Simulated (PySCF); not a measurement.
Gas-phase reaction: 2 Ga₂F₆ + O₂ = 2 Ga₂O + 6 F₂

Computed with PySCF and rigid-rotor harmonic-oscillator thermochemistry at 1 bar. † marks an energy on the PBE0/def2-TZVP geometry and frequencies; other levels use their own. 6-31G* has spherical d functions here. Open shells (unrestricted): O₂ (multiplicity 3); the rest are closed-shell singlets. B3LYP is the form with VWN-RPA correlation. Ga: all electrons, no relativistic terms. Ga₂F₆: computed as isolated molecules; such fragments, hydroxides, amides, oligomers or adducts are transient or little studied in the gas. The harmonic model lacks anharmonicity and excited electronic states, which grow with temperature; levels with a mode under 35 cm⁻¹ are left out. Soft modes under 120 cm⁻¹ make the harmonic entropy rough for Ga₂F₆, Ga₂O.

```csv
level,"ΔE electronic, kJ","ΔH°(298 K), kJ","ΔS°(298 K), J/K","ΔG°(1200 K), kJ"
B3LYP/def2-TZVP†,3579,3559,724,2725
HF/6-31G*,4103,4083,752,3216
M06-2X/def2-TZVP†,3951,3930,724,3097
PBE/def2-SVP,3554,3531,725,2695
PBE/def2-TZVP†,3469,3449,724,2615
PBE0/def2-TZVP,3696,3676,724,2842
LDA/def2-TZVP†,3700,3680,724,2846
ωB97M-V/def2-TZVP†,3707,3686,724,2853
```
ΔH° is lowest at PBE/def2-TZVP† and highest at HF/6-31G*. No reference value is set beside these.
